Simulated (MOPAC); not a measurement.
MOPAC input (PM3):

```
PM3 FORCE THERMO(298,298) PRECISE LET UHF MS=0.5 GEO-OK AUX(PRECISION=9) THREADS=1
H6N3Si

N    -1.31581064 1    0.98265707 1   -0.55013389 1
Si    0.04204773 1    0.22933906 1    0.28563896 1
N     1.47424540 1    0.22574831 1   -0.78010220 1
N    -0.38079804 1   -1.44436903 1    0.73852036 1
H    -1.21613175 1    1.67965319 1   -1.23812050 1
H     0.32050866 1    1.04254187 1    1.52906954 1
H     1.52267858 1   -0.51172480 1   -1.45222981 1
H     2.36116161 1    0.31231708 1   -0.33032181 1
H    -0.84921327 1   -1.56126275 1    1.61225620 1
H    -0.85416627 1   -1.98264784 1    0.04275336 1
```

Output:

```
 *******************************************************************************
 **                                                                           **
 **                              MOPAC v23.2.5                                **
 **                                                                           **
 *******************************************************************************
 ** MOPAC's Digital Object Identifier: https://doi.org/10.5281/zenodo.6511958 **
 **                                                                           **
 ** Please cite the open-source release paper for use of this MOPAC version:  **
 ** J. E. Moussa and J. J. P. Stewart (2026)                                  **
 ** MOPAC: An open-source semiempirical molecular orbital program             **
 ** J. Open Source Softw., 11(119), 8025, https://doi.org/10.21105/joss.08025 **
 *******************************************************************************

                              PM3 CALCULATION RESULTS

 *******************************************************************************
 *  PM3        - The PM3 Hamiltonian to be used
 *  GEO-OK     - OVERRIDE INTERATOMIC DISTANCE AND OTHER SAFETY CHECKS
 *  UHF        - UNRESTRICTED HARTREE-FOCK CALCULATION
 *  MS=        - IN MECI, MAGNETIC COMPONENT OF SPIN =  0.5
 *  LET        - OVERRIDE SOME SAFETY CHECKS
 *  PRECISE    - TIGHTER CRITERIA TO BE USED
 *  FORCE      - FORCE CALCULATION SPECIFIED
 *  AUX        - OUTPUT AUXILIARY INFORMATION
 *  THERMO     - THERMODYNAMIC QUANTITIES TO BE CALCULATED
 *******************************************************************************
PM3 FORCE THERMO(298,298) PRECISE LET UHF MS=0.5 GEO-OK AUX(PRECISION=9) THREADS=1
 H6N3Si

   ATOM   CHEMICAL          X               Y               Z
  NUMBER   SYMBOL      (ANGSTROMS)     (ANGSTROMS)     (ANGSTROMS)

     1       N         -1.31581064  *   0.98265707  *  -0.55013389  *
     2      Si          0.04204773  *   0.22933906  *   0.28563896  *
     3       N          1.47424540  *   0.22574831  *  -0.78010220  *
     4       N         -0.38079804  *  -1.44436903  *   0.73852036  *
     5       H         -1.21613175  *   1.67965319  *  -1.23812050  *
     6       H          0.32050866  *   1.04254187  *   1.52906954  *
     7       H          1.52267858  *  -0.51172480  *  -1.45222981  *
     8       H          2.36116161  *   0.31231708  *  -0.33032181  *
     9       H         -0.84921327  *  -1.56126275  *   1.61225620  *
    10       H         -0.85416627  *  -1.98264784  *   0.04275336  *

          CARTESIAN COORDINATES

    NO.       ATOM           X           Y           Z

     1         N         -1.3158      0.9827     -0.5501
     2        Si          0.0420      0.2293      0.2856
     3         N          1.4742      0.2257     -0.7801
     4         N         -0.3808     -1.4444      0.7385
     5         H         -1.2161      1.6797     -1.2381
     6         H          0.3205      1.0425      1.5291
     7         H          1.5227     -0.5117     -1.4522
     8         H          2.3612      0.3123     -0.3303
     9         H         -0.8492     -1.5613      1.6123
    10         H         -0.8542     -1.9826      0.0428

  H: (PM3): J. J. P. STEWART, J. COMP. CHEM. 10, 209 (1989).
  N: (PM3): J. J. P. STEWART, J. COMP. CHEM. 10, 209 (1989).
[...]

 VIBRATION         20   20A           ATOM PAIR      ENERGY CONTRIBUTION    RADIAL
 FREQUENCY          3413.95         N  3 -- H  7         +41.9% ( 66.9%)     97.3%
 TRANSITION DIPOLE   0.0289         N  3 -- H  8         +37.1% ( 63.0%)     96.8%
 TRAVEL (Ang.)       0.2367         N  4 -- H 10         +10.7% ( 33.9%)     97.3%
 REDUCED MASS        0.3525         N  4 -- H  9          +9.6% ( 32.0%)     96.8%
 EFFECTIVE MASS      1.5230
 FORCE CONSTANT      2.4203

 VIBRATION         21   21A           ATOM PAIR      ENERGY CONTRIBUTION    RADIAL
 FREQUENCY          3414.13         N  4 -- H 10         +41.7% ( 66.8%)     97.3%
 TRANSITION DIPOLE   0.0348         N  4 -- H  9         +37.3% ( 63.1%)     96.8%
 TRAVEL (Ang.)       0.2367         N  3 -- H  7         +10.7% ( 33.9%)     97.3%
 REDUCED MASS        0.3524         N  3 -- H  8          +9.6% ( 32.0%)     96.8%
 EFFECTIVE MASS      1.5250
 FORCE CONSTANT      2.4204

 VIBRATION         22   22A           ATOM PAIR      ENERGY CONTRIBUTION    RADIAL
 FREQUENCY          3525.58         N  1 -- H  5         +99.5% (100.0%)    100.0%
 TRANSITION DIPOLE   0.2361         N  1 -- Si 2          +0.5% (  7.4%)     33.0%
 TRAVEL (Ang.)       0.1426
 REDUCED MASS        0.9402
 EFFECTIVE MASS      1.4103
 FORCE CONSTANT      6.8852

 VIBRATION         23   23A           ATOM PAIR      ENERGY CONTRIBUTION    RADIAL
 FREQUENCY          3549.13         N  4 -- H  9         +53.0% ( 70.8%)     98.8%
 TRANSITION DIPOLE   0.1864         N  4 -- H 10         +46.7% ( 66.4%)     98.3%
 TRAVEL (Ang.)       0.1973         Si 2 -- N  4          +0.3% (  5.2%)     58.4%
 REDUCED MASS        0.4880
 EFFECTIVE MASS      1.2197
 FORCE CONSTANT      3.6215

 VIBRATION         24   24A           ATOM PAIR      ENERGY CONTRIBUTION    RADIAL
 FREQUENCY          3549.19         N  3 -- H  8         +53.2% ( 70.9%)     98.8%
 TRANSITION DIPOLE   0.1848         N  3 -- H  7         +46.5% ( 66.3%)     98.3%
 TRAVEL (Ang.)       0.1973         Si 2 -- N  3          +0.3% (  5.2%)     58.6%
 REDUCED MASS        0.4882
 EFFECTIVE MASS      1.2199
 FORCE CONSTANT      3.6231

      SYMMETRY NUMBER FOR POINT-GROUP C1  =  1

          SYSTEM IS A GROUND STATE

 H6N3Si

          MOLECULE IS NOT LINEAR

          THERE ARE 24 GENUINE VIBRATIONS IN THIS SYSTEM
          THIS THERMODYNAMICS CALCULATION IS LIMITED TO
          MOLECULES WHICH HAVE NO INTERNAL ROTATIONS

                    CALCULATED THERMODYNAMIC PROPERTIES
                                          *
   TEMP. (K)   PARTITION FUNCTION   H.O.F.    ENTHALPY  HEAT CAPACITY ENTROPY
                                   KCAL/MOL   CAL/MOLE    CAL/K/MOL  CAL/K/MOL

 298.00  VIB.     0.1419D+02                  2382.4726    16.8554    13.2663
         ROT.     0.7614D+05                   888.2803     2.9808    25.3176
         INT.     0.1081D+07                  3270.7529    19.8363    38.5839
         TRA.     0.6425D+27                  1480.4672     4.9680    38.9037
         TOT.                      -16.744    4751.2201    24.8043    77.4876

   *: NOTE: HEATS OF FORMATION ARE RELATIVE TO THE
            ELEMENTS IN THEIR STANDARD STATE AT 298K
              (=  Standard Enthalpy of Formation).

            Hvib:  Zero-point energy is not included.
                   frequencies of less than zero cm-1 are not included.
            Hrot = (3/2)RT
            Htra = (3/2)RT + pV = (5/2)RT

            Heat capacity is Cp, not Cv

          For more information, see: HTTP://OpenMOPAC.net/Manual/thermochemistry.html

           FORCE CONSTANT IN CARTESIAN COORDINATES (Millidynes/A)

    ATOM   CHEMICAL       X               Y               Z
   NUMBER   SYMBOL  FORCE CONSTANT  FORCE CONSTANT  FORCE CONSTANT

      1       N        6.342429        4.135261        1.474098
      2      Si        6.200535        6.203401        5.207751
      3       N        6.399994        5.644130        7.194634
      4       N        2.755464        8.417402        8.097771
      5       H        2.558479        3.625607        1.180095
      6       H        0.461797        0.722088        1.598692
      7       H        0.659904        1.838819        5.431414
      8       H        4.910757        0.788510        2.246128
      9       H        0.371239        6.604031        0.965882
     10       H        1.574009        1.193607        5.169816

 **********************
 *                    *
 * JOB ENDED NORMALLY *
 *                    *
 **********************

 == MOPAC DONE ==
```
